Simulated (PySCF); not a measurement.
Compound: C4H6OSSi.
Structure used (GFN2-xTB), in Å, numbered top down from 1:
```xyz
13
C4H6OSSi angstrom
C      2.1502   -0.1221    0.2760
Si     0.5513    0.5261   -0.4966
C     -0.7534   -0.7567   -0.9576
C     -1.8070   -0.5544   -0.1563
C     -1.6321    0.5351    0.7858
S     -2.7512    1.0111    1.8679
O     -0.4489    1.1387    0.6966
H      2.8342   -0.4563   -0.4961
H      2.6435    0.6640    0.8396
H      1.9706   -0.9543    0.9521
H      0.7035    1.5983   -1.4736
H     -0.7314   -1.5254   -1.7096
H     -2.7337   -1.1037   -0.1460
```

Mayer bond orders were computed from the PBE0/pcSseg-1 density (PySCF). Geometry: GFN2-xTB; no solvent, vibrations or thermal averaging.

**Question.** Rank these bonds by Mayer order, highest first.
A. C5–S6
B. C1–Si2
C. C4–C5
D. C3–C4
E. O7–Si2

**Answer.** D (1.78), A (1.70), C (1.05), B (0.98), E (0.88).

**Question.** Set the orders of all bonds between heavy atoms beside their lengths and the difference of the IAO charges at their ends.

**Answer.** 
```
  bond  Mayer order  length (Å)  q(first) − q(second) (e)
 C3–C4        1.783       1.339                    -0.271
 C5–S6        1.704       1.628                    +0.250
 C4–C5        1.055       1.451                    -0.276
 C5–O7        1.046       1.331                    +0.672
C1–Si2        0.976       1.890                    -1.861
Si2–C3        0.881       1.887                    +1.551
O7–Si2        0.879       1.673                    -1.676
```

For a closed shell the Mayer order of atoms A and B is Σ (PS)μν (PS)νμ over the basis functions μ on A and ν on B, with P the density and S the overlap matrix.

These values come from a run that also computed NMR shieldings. The run took 22 s of wall time on one thread, Arm Neoverse V2 (aarch64), on a shared host, and the process peaked at 0.74 GiB of memory.
